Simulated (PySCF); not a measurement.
## HCoO₂ + Br₂ → CoO₂Br + HBr

Level: PBE0 in the def2-TZVP basis family, all electrons, no relativity, computed in PySCF with density fitting; open shells unrestricted.

```
species                                                                 state and structure       E (Eh)  ZPE (kJ/mol)  H(298 K) − H(0) (kJ/mol)  S° (J/(mol K))
  HCoO₂     triplet, Cs, Co–H 1.459 Å, Co–O 1.560 Å (×2); H–Co–O 102.7° (×2), O–Co–O 129.6°  -1533.35859          31.7                      12.7           282.8
    Br₂                                                         singlet, D∞h, Br–Br 2.281 Å  -5147.70672           2.0                       9.7           244.8
 CoO₂Br  triplet, C2v, Co–Br 2.193 Å, Co–O 1.555 Å (×2); Br–Co–O 119.6° (×2), O–Co–O 120.8°  -4106.67277          17.6                      15.6           323.5
    HBr                                                          singlet, C∞v, H–Br 1.421 Å  -2574.45811          16.0                       8.7           198.5
```

Question: What is the electronic reaction energy?

Answer: At PBE0/def2-TZVP, ΔE = -172.2 kJ/mol from the differences of the total energies times 2625.5, downhill. 

Question: Add zero-point, thermal and entropy terms for 298.15 K and 1 bar.

Answer: ΔZPE = -0.1 and Δ[H(298) − H(0)] = 1.9 kJ/mol give ΔH° = -170.4 kJ/mol. ΔS° = -5.6 J/(mol K), so ΔG° = -170.4 − 298.15 × (-0.0056) = -169 kJ/mol.

Open d or f shells are single determinants, so the state found may not be the ground state. The structures come from searches over a few start shapes, so lower isomers are not excluded.
